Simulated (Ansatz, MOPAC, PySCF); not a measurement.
Molecule: GaI (charge 0, singlet). SMILES: [Ga][I]
Structure (B3LYP-D3(BJ)/def2-TZVP (Ansatz, a first-principles code) minimum search):
```
Ga
I 1 2.6178
```
Charge 0, spin multiplicity 1.

Unscaled harmonic wavenumbers (cm⁻¹) in rising order, each level at the stationary point that it reaches from this structure (no distance between atoms moves by over 0.3 Å); the order of modes can differ between levels, and a negative number is imaginary. B3LYP-D3(BJ)/def2-TZVP (PySCF, at the structure above): 207.

AM1 (MOPAC): 205. Zero-point energy 0.3 against 0.3 kcal/mol.

PM3 (MOPAC): 238. Zero-point energy 0.3 against 0.3 kcal/mol.

PM6 (MOPAC): 217. Zero-point energy 0.3 against 0.3 kcal/mol.

B3LYP/LANL2DZ (Ansatz): 189. Zero-point energy 0.3 against 0.3 kcal/mol.
